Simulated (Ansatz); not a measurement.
One change: `C=CO[SiH2]F` becomes `F[SiH2]OC[SeH]`.

Ansatz, PBE0-D4/def2-TZVP geometries, multiplicity 1. Each molecule was computed in one conformer, which needn't be the lowest.

Scalar relativity is left out up to krypton. Spin–orbit coupling is left out; it splits and shifts lone-pair levels of the heavy atoms by tenths of an eV.

```
                                          property  `C=CO[SiH2]F`
size of the dipole moment (ωB97M-V/def2-TZVPP) / D           1.27
               HOMO–LUMO gap (PBE/def2-TZVPP) / eV           5.33
                LUMO energy (PBE0/def2-TZVPP) / eV           0.27
               HOMO energy (B3LYP/def2-TZVPP) / eV          -7.03
    size of the dipole moment (PBE/def2-TZVPP) / D           1.17
             LUMO energy (ωB97M-V/def2-TZVPP) / eV           2.16
```

Q: What does the change do to each property? (Best estimate.)

A: The calculation gave: 
```tsv
property	`F[SiH2]OC[SeH]`	shift
size of the dipole moment (ωB97M-V/def2-TZVPP) / D	1.38	0.11
HOMO–LUMO gap (PBE/def2-TZVPP) / eV	4.80	-0.53
LUMO energy (PBE0/def2-TZVPP) / eV	-0.20	-0.47
HOMO energy (B3LYP/def2-TZVPP) / eV	-6.84	0.19
size of the dipole moment (PBE/def2-TZVPP) / D	1.35	0.18
LUMO energy (ωB97M-V/def2-TZVPP) / eV	1.62	-0.54
```

With PBE0 the HOMO rises by 0.18 eV and the LUMO falls by 0.47 eV, so the gap narrows by about 0.65 eV. PBE moves the HOMO by 0.18 eV and ωB97M-V by 0.24 eV. Dipoles are sizes alone; their direction can turn.

B3LYP here is the variant with VWN-RPA as its local correlation; programs differ in this.
